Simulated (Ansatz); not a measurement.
```xyz
9

C    -0.048    1.429   -0.253
C    -0.716    0.301   -0.511
Si   -0.128   -1.385   -0.047
O     1.204   -1.364    0.930
H    -0.400    2.399   -0.589
H     0.873    1.429    0.323
H    -1.634    0.366   -1.094
H    -1.167   -2.162    0.679
H     2.015   -1.012    0.561
```

The species carries charge 0 and has multiplicity 2.

**Question.** List the CAM-B3LYP/def2-TZVPP orbital energies in eV (Ansatz 0.2.0). (An estimate is asked.)

**Answer.** Ansatz gave: α occupied: -1801.35, -522.74, -279.16, -278.80, -145.84, -101.26, -101.16, -101.11, -29.80, -23.22, -18.34, -17.03, -14.97, -14.08, -12.81, -12.35, -11.71, -10.46, -9.71, -6.71. α empty: 0.74, 1.18, 2.62, 2.89, 3.17, 3.63, 3.88, 4.86. β occupied: -1801.26, -522.67, -279.09, -278.80, -145.74, -101.10, -101.05, -101.00, -29.64, -23.12, -18.14, -16.93, -14.87, -13.85, -12.53, -12.15, -11.45, -10.27, -9.44. β empty: -1.14, 1.11, 1.42, 2.71, 2.98, 3.43, 3.72, 4.00. ⟨S²⟩ = 0.759.
